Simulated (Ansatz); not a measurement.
Cartesian coordinates (Å):
SMILES: CSS
```xyz
7

C     -0.9800    -0.0150     0.1991
S      0.4422    -1.1489     0.1785
S      1.9841     0.0385     0.8592
H     -1.8475    -0.6175    -0.0757
H     -0.8497     0.7842    -0.5279
H     -1.1260     0.3984     1.1945
H      2.3791     0.5716    -0.3157
```
Charge 0, multiplicity 1.

Calculation: Ansatz (a quantum-chemistry and plane-wave program) with frozen-core CCSD(T)/cc-pVTZ // B3LYP-D3(BJ)/def2-TZVP.

```json
{
  "HF energy": "-835.30841 Ha",
  "MP2 correlation energy": "-0.53220 Ha"
}
```

### Question
Estimate the CCSD correlation energy, the (T) correction, the total energy and the T1 diagnostic.

### Answer

The CCSD correlation energy is -0.57696 Ha and the (T) correction is -0.02583 Ha. The CCSD(T) total energy comes out as -835.91120 Ha and the T1 diagnostic comes out as 0.011.
